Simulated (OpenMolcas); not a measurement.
Ru5+ among 5 point charges of -2 e arranged as a trigonal bipyramid (D3h). The axial distance is 0.96 times the equatorial one, R.

```
Program             : OpenMolcas 26.06
Method              : SS-CASPT2, IPEA 0.25 Eh, imaginary shift 0.1 Eh (closed shells correlated: 4s 4p)
Basis               : ANO-RCC-VDZP [6s5p3d1f]
Scalar Hamiltonian  : DKH2, point nucleus
Active space        : 3 electrons in 5 orbitals (4d)
State averaging     : 2S+1 = 4 even, 10 roots; 2S+1 = 2 even, 40 roots
Spin-orbit coupling : RASSI with atomic mean-field integrals over the reference wave functions
```

All point charges move together. At R = 2.15 Å the first state of the same spin is 1260 cm-1, and at R = 2.25 Å it is 940 cm-1.

A third run gives 1690 cm-1. What distance was it run at?

With a power law R^-n the two known points give n = -ln(940 / 1260) / ln(2.25 / 2.15) = 6.44. Then R = 2.15 × (1260 / 1690)^(1/6.44) = 2.054 Å. The run was at 2.04 Å, so the estimate is off by +0.014 Å.

Roots that are degenerate in the reference are averaged as groups; the widest CASPT2 spread within a group is 180 cm-1 (the 2-fold group of multiplicity 4 near 0 cm-1 above the lowest state of its run, R = 2.04). Shifts and gaps below about the spread of the groups concerned are not significant. An orbital doublet at a regular site is open to a Jahn-Teller distortion, which this geometry leaves out. Free-ion shares, where given, are those of the reference states; single-state CASPT2 does not remix them. Spin-orbit coupling mixes the spin-free states strongly: the lowest level takes only 67 % from its leading state, 4E (holds for R = 2.25). The ground term spreads over less than 5000 cm-1, several times less than with real ligands, so orbital moments are less quenched and χT lies further from the spin-only value than at real sites (holds for R = 2.25). Point charges carry no covalency, so the field is a model and not that of real ligands. An unlabelled pair can be two single states that coincide in this model. No measured value stands beside these numbers.
